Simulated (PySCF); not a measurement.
# Two-component Hartree-Fock for Cr²⁺ (chromium, charge +2)

Start: [Ar] 3d4; 3d5/2 filled at m_j = -1/2, +1/2, +3/2, +5/2. Calculated with PySCF 2.14 in x2c-TZVPall-2c (6s7p4d1f, 54 functions): generalised Hartree-Fock with the X2C-1e Hamiltonian and a Gaussian nucleus; one run each with spin-orbit coupling (SO) switched off, then screened by Boettger's factors. This is a chosen level, not necessarily the ground level.

| spinor shell | electrons | ε, spin-free (eV) | ε, screened SO (eV) | weight of nominal j (screened SO) | rms radius, screened SO (bohr) |
| --- | --- | --- | --- | --- | --- |
| 1s1/2 | 2 | -6064.5 | -6064.4 | 1.000 | 0.0734 |
| 2s1/2 | 2 | -745.72 | -745.72 | 1.000 | 0.316 |
| 2p1/2 | 2 | -626.99 | -632.94 | 0.986 | 0.285 |
| 2p3/2 | 4 | -626.99 | -624.09 | 0.993 | 0.288 |
| 3s1/2 | 2 | -113.51 | -113.51 | 1.000 | 0.965 |
| 3p3/2 | 4 | -78.449 | -78.730 | 0.832 | 1.04 |
| 3p1/2 | 2 | -78.449 | -77.918 | 0.664 | 1.04 |
| 3d5/2 | 4 | -32.364 | -32.358 | 0.692 | 1.33 |

| quantity | spin-free | screened SO |
| --- | --- | --- |
| E (hartree) | -1048.86156 | -1048.87202 |
| M_J | 4 | 4 |
| ⟨J²⟩ | 20.004 | 20.004 |
| ⟨L²⟩ | 6.004 | 6.007 |
| ⟨S²⟩ | 6.000 | 5.999 |

Each row is a mean over spinors that exchange with the open shell spreads, by up to 12.846 eV (3p3/2).

Rows whose weight is well below 1 are mixtures of j = l ± 1/2: exchange outweighs spin-orbit coupling there, and the label is only the starting occupation.

Without spin-orbit coupling the j labels of p, d and f shells carry no meaning; the spin-free column gives the mean over the occupied spinors of each nl shell.
